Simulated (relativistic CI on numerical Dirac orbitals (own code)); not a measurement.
## Forbidden lines of Zr¹³⁺

Method of calculation: Dirac-Coulomb-Breit CI, KLI orbitals optimised for each configuration, model QED, unscaled Slater integrals (own radial code, finite nucleus).

CI space (outside the closed core [Ne]): 3s2 3p6 3d9, 3s2 3p5 3d10, 3s 3p6 3d10, 3s2 3p6 3d8 4s, 3s2 3p6 3d8 4p, 3s2 3p6 3d8 4d, 3s2 3p6 3d7 4s2, 3s2 3p6 3d7 4s 4p, 3s2 3p6 3d8 4f, 3s2 3p6 3d8 5s, 3s2 3p6 3d7 4p2, 3s2 3p5 3d9 4s, 3s2 3p6 3d8 5p, 3s2 3p6 3d7 4s 4d, 3s2 3p6 3d8 5d, 3s2 3p4 3d10 4s, 3s2 3p6 3d7 4p 4d, 3s2 3p5 3d9 4p, 3s2 3p6 3d8 5f, 3s2 3p6 3d8 5g, 3s2 3p4 3d10 4p, 3s2 3p6 3d8 6s, 3s2 3p6 3d8 6p, 3s2 3p5 3d8 4s2, 3s2 3p6 3d7 4d2, 3s2 3p6 3d8 6d, 3s2 3p5 3d9 4d, 3s2 3p5 3d8 4s 4p, 3s2 3p4 3d10 4d, 3s 3p6 3d9 4s, 3s 3p5 3d10 4s, 3s2 3p5 3d8 4p2, 3s2 3p5 3d8 4s 4d, 3s 3p5 3d10 4p, 3s 3p6 3d9 4p, 3s2 3p5 3d9 4f. Levels of other configurations are missing.

```csv
λ vac (nm),Lower,Upper,Type,A (s⁻¹),E lower (eV),E upper (eV)
6.2259,3s2 3p6 3d9 2D_5/2 [1],3s2 3p6 3d8 4s 2S_1/2 [20],E2,4.44e+06,0.000,199.142
6.3047,3s2 3p6 3d9 2D_3/2 [2],3s2 3p6 3d8 4s 2S_1/2 [20],E2,6.72e+06,2.488,199.142
6.5542,3s2 3p6 3d9 2D_5/2 [1],3s2 3p6 3d8 4s 2G_7/2 [19],E2,1.49e+05,0.000,189.168
6.5550,3s2 3p6 3d9 2D_5/2 [1],3s2 3p6 3d8 4s 2G_9/2 [18],E2,7.39e+06,0.000,189.146
6.5735,3s2 3p6 3d9 2D_5/2 [1],3s2 3p6 3d8 4s 2P_1/2 [17],E2,1.08e+07,0.000,188.611
6.5755,3s2 3p6 3d9 2D_5/2 [1],3s2 3p6 3d8 4s 2P_3/2 [16],E2,6.89e+06,0.000,188.555
6.6057,3s2 3p6 3d9 2D_5/2 [1],3s2 3p6 3d8 4s 2D_5/2 [15],E2,1.34e+06,0.000,187.693
6.6288,3s2 3p6 3d9 2D_5/2 [1],3s2 3p6 3d8 4s 4P_3/2 [14],E2,2.16e+06,0.000,187.039
6.6365,3s2 3p6 3d9 2D_5/2 [1],3s2 3p6 3d8 4s 4P_1/2 [13],E2,2.00e+05,0.000,186.823
6.6415,3s2 3p6 3d9 2D_3/2 [2],3s2 3p6 3d8 4s 2G_7/2 [19],E2,7.29e+06,2.488,189.168
6.6614,3s2 3p6 3d9 2D_3/2 [2],3s2 3p6 3d8 4s 2P_1/2 [17],E2,1.09e+07,2.488,188.611
6.6634,3s2 3p6 3d9 2D_3/2 [2],3s2 3p6 3d8 4s 2P_3/2 [16],E2,1.06e+07,2.488,188.555
6.6855,3s2 3p6 3d9 2D_5/2 [1],3s2 3p6 3d8 4s 2D_3/2 [12],E2,7.10e+06,0.000,185.452
6.6944,3s2 3p6 3d9 2D_3/2 [2],3s2 3p6 3d8 4s 2D_5/2 [15],E2,3.94e+06,2.488,187.693
6.7260,3s2 3p6 3d9 2D_3/2 [2],3s2 3p6 3d8 4s 4P_1/2 [13],E2,9.70e+04,2.488,186.823
6.7650,3s2 3p6 3d9 2D_5/2 [1],3s2 3p6 3d8 4s 2F_5/2 [10],E2,7.55e+06,0.000,183.272
6.7883,3s2 3p6 3d9 2D_3/2 [2],3s2 3p6 3d8 4s 4P_5/2 [11],E2,5.91e+06,2.488,185.132
6.8025,3s2 3p6 3d9 2D_5/2 [1],3s2 3p6 3d8 4s 2F_7/2 [9],E2,1.15e+07,0.000,182.264
6.8027,3s2 3p6 3d9 2D_5/2 [1],3s2 3p6 3d8 4s 4F_3/2 [8],E2,1.12e+06,0.000,182.256
6.8582,3s2 3p6 3d9 2D_3/2 [2],3s2 3p6 3d8 4s 2F_5/2 [10],E2,5.59e+06,2.488,183.272
6.8782,3s2 3p6 3d9 2D_5/2 [1],3s2 3p6 3d8 4s 4F_7/2 [6],E2,6.10e+06,0.000,180.258
6.8966,3s2 3p6 3d9 2D_3/2 [2],3s2 3p6 3d8 4s 2F_7/2 [9],E2,9.01e+05,2.488,182.264
6.8969,3s2 3p6 3d9 2D_3/2 [2],3s2 3p6 3d8 4s 4F_3/2 [8],E2,4.13e+05,2.488,182.256
6.9149,3s2 3p6 3d9 2D_5/2 [1],3s2 3p6 3d8 4s 4F_9/2 [5],E2,7.35e+04,0.000,179.301
6.9151,3s2 3p6 3d9 2D_3/2 [2],3s2 3p6 3d8 4s 4F_5/2 [7],E2,1.07e+06,2.488,181.782
6.9744,3s2 3p6 3d9 2D_3/2 [2],3s2 3p6 3d8 4s 4F_7/2 [6],E2,2.77e+05,2.488,180.258
498.29,3s2 3p6 3d9 2D_5/2 [1],3s2 3p6 3d9 2D_3/2 [2],M1,1.31e+02,0.000,2.488
```

Terms are leading LS components. Brackets give the number of a level in order of energy, since labels repeat. The list gives strong lines, with weight on those to low levels, among the lowest 400 of 5380 levels, so that lines to higher ones, which can be the strongest, are missing. Levels whose partners in the same complex of configurations lie outside the list can be far off, and so can their lines. Rates are taken at the computed energies, electric ones in the length gauge.

At this charge energies of transitions that change n are usually good to better than 1 %, and those within a shell (Δn = 0) to a few per cent.

LS names give the leading component of a level, which can be under half, so a name can repeat, a term be missing and a line seem to break the LS rules.
